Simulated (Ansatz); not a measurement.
`C[SiH2]N[SiH2]O` and `C[SiH2][NH][AlH2]` differ in one atom or group.

Ansatz, PBE0-D4/def2-TZVP geometries, multiplicity 1. Each molecule was computed in one conformer, which needn't be the lowest.

| property | `C[SiH2]N[SiH2]O` |
| --- | --- |
| LUMO energy (PBE/def2-TZVPP) / eV | -0.40 |
| size of the dipole moment (PBE/def2-TZVPP) / D | 2.28 |
| size of the dipole moment (ωB97M-V/def2-TZVPP) / D | 2.34 |
| HOMO energy (B3LYP/def2-TZVPP) / eV | -7.38 |
| LUMO energy (PBE0/def2-TZVPP) / eV | 0.44 |
| HOMO–LUMO gap (PBE/def2-TZVPP) / eV | 5.85 |

What does the change do to each property? (Estimate.)

Computed: 
```csv
property,`C[SiH2][NH][AlH2]`,shift
LUMO energy (PBE/def2-TZVPP) / eV,-1.64,-1.24
size of the dipole moment (PBE/def2-TZVPP) / D,1.29,-0.99
size of the dipole moment (ωB97M-V/def2-TZVPP) / D,1.22,-1.12
HOMO energy (B3LYP/def2-TZVPP) / eV,-7.37,0.01
LUMO energy (PBE0/def2-TZVPP) / eV,-0.88,-1.32
HOMO–LUMO gap (PBE/def2-TZVPP) / eV,4.70,-1.15
```

Dipoles are sizes alone; their direction can turn.

B3LYP here is the variant with VWN-RPA as its local correlation; programs differ in this.
